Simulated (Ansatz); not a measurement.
Species: [Ta(OH)5] (charge 0, multiplicity 1), formula H5O5Ta.

Problem. How many basis functions does frozen-core CCSD(T)/def2-TZVPP // BP86-D3(BJ)/def2-SVP (Ansatz, a quantum-chemistry and plane-wave program) use, how many core orbitals are frozen, and how many electrons are correlated?

Solution. 281 basis functions and 5 frozen orbitals, which leaves 48 correlated electrons. Core time is of the order of minutes.
